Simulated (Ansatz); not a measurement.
Relaxation of GeH$_{6}$O (8 atoms, charge 0, multiplicity 1), to a largest force component of 0.03 eV/Å in at most 50 steps.

These are results of RKS BLYP-D4/def2-mTZVP in Ansatz 0.2.0, not measurements.

```xyz
8
Properties=species:S:1:pos:R:3
Ge 0.325 0.039 -0.146
H 0.100 -0.091 1.384
H 1.860 0.056 -0.387
H -0.281 1.359 -0.660
H -0.281 -1.182 -0.867
O -2.452 0.035 0.927
H -2.985 -0.781 1.014
H -1.751 -0.064 1.622
```

Where does it end, and by what steps?

The forces met the threshold. The force dipped under the threshold on the way, but the program's further checks kept it going. After 20 steps the energy has fallen by 0.098 eV; H8 moved furthest, 0.91 Å.

```
step  energy less start (eV)  largest force component (eV/Å)  accepted
   0                  0.0000                           0.577       yes
   1                 -0.0648                           0.508       yes
   2                 -0.0654                           0.733       yes
   3                 -0.0846                           0.063       yes
   4                 -0.0833                           0.327        no
   5                 -0.0863                           0.038       yes
   6                 -0.0883                           0.058       yes
   7                 -0.0882                           0.273        no
   8                 -0.0896                           0.045       yes
   9                 -0.0915                           0.048       yes
  10                 -0.0906                           0.517        no
  11                 -0.0934                           0.022       yes
  12                 -0.0947                           0.137       yes
  13                 -0.0954                           0.246       yes
  14                 -0.0955                           0.303       yes
  15                 -0.0976                           0.011       yes
  16                 -0.0978                           0.054       yes
  17                 -0.0981                           0.053       yes
  18                 -0.0983                           0.045       yes
  19                 -0.0983                           0.036       yes
  20                 -0.0984                           0.007       yes
```

```xyz
8
Properties=species:S:1:pos:R:3
Ge 0.537 0.041 -0.192
H 0.629 -0.048 1.350
H 1.978 0.076 -0.771
H -0.204 1.328 -0.615
H -0.186 -1.206 -0.752
O -2.544 -0.008 1.060
H -3.111 -0.749 0.771
H -2.566 -0.063 2.036
```

Whether the end is a true minimum wasn't checked by a vibrational analysis.

Time of the run: 38 s on 1 thread of Arm Neoverse V1, with other jobs on the host, peak memory 0.13 GiB.
